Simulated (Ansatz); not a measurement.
Geometry optimisation of SnCl2.

```yaml
crystal:
  periodic: [false, false, false]
  atoms:
    - {symbol: Sn, position_ang: [0.185781, 0.639212, 0.789548]}
    - {symbol: Cl, position_ang: [0.873807, 0.732315, -1.473868]}
    - {symbol: Cl, position_ang: [-1.059587, -1.371527, 0.684319]}
basis:
  gaussian: {orbitals: def2-TZVP}
magnetization: {spin_polarized: true, initial_magnetization: 2}
hamiltonian: {xc: r2scan, dispersion: d4}
scf: {lower_state_search: "off"}
output: {orbitals: {seedname: orbitals}}
relax: {f_tol: 0.02, max_steps: 100}
```

```sh
$ ansatz run in.yaml --threads 4 --pin off --events-out ev --progress --plain --max-ram 3916MiB
```

It prints (some lines left out):

```
Functional definition: r2SCAN
mean field -30878.49796904 eV, -1134.7638701646 hartree, gradient 3.0e-6 eV, S^2 2.005905; 0 other end points of the search recorded, 0 dependent functions left out
relax step   1: F+E_penalty+E_count = -30878.51844916 eV  Δ(F+E_penalty+E_count) = +0.000e0 eV  max|allowed force component| = 5.407e-1 eV/Å  Δτ_max = 0.0000 Å  (18 SCF iters, accepted)
mean field -30878.61871181 eV, -1134.7683073793 hartree, gradient 3.7e-6 eV, S^2 2.006008; 0 other end points of the search recorded, 0 dependent functions left out
relax step   2: F+E_penalty+E_count = -30878.63865125 eV  Δ(F+E_penalty+E_count) = -1.202e-1 eV  max|allowed force component| = 3.044e-1 eV/Å  Δτ_max = 0.1951 Å  (27 SCF iters, accepted)
mean field -30878.63320215 eV, -1134.7688398898 hartree, gradient 9.1e-6 eV, S^2 2.005874; 0 other end points of the search recorded, 0 dependent functions left out
relax step   3: F+E_penalty+E_count = -30878.65302330 eV  Δ(F+E_penalty+E_count) = -1.437e-2 eV  max|allowed force component| = 1.998e-2 eV/Å  Δτ_max = 0.0616 Å  (21 SCF iters, accepted)
Total energy: -30878.65303934 eV, -1134.7695688930 hartree
Atom 0 at     0.146934     0.505552     0.624453 Å, force    -0.004702    -0.016178    -0.019982 eV/Å
Atom 1 at     1.008638     0.924727    -1.520146 Å, force     0.006009     0.012070     0.005907 eV/Å
Atom 2 at    -1.155571    -1.430279     0.895693 Å, force    -0.001307     0.004108     0.014075 eV/Å
Dipole moment:     0.065901     0.226745     0.280073 e Å
Checks for a lower state left out: stability, starts, cluster_reference, orbital_swaps, neighbouring_geometries, increment
```

Run time 5.5 s (4 threads of Arm Neoverse V2 on a shared host).

In the def2 sets Sn takes a core potential; there is no spin–orbit coupling. The relaxation made no stability test and no search for a lower SCF solution. At r2SCAN-D4/def2-TZVP a singlet of charge 0 lies 2.67 eV below the triplet, each at its own geometry. The structure comes from a short search, and lower isomers may exist.
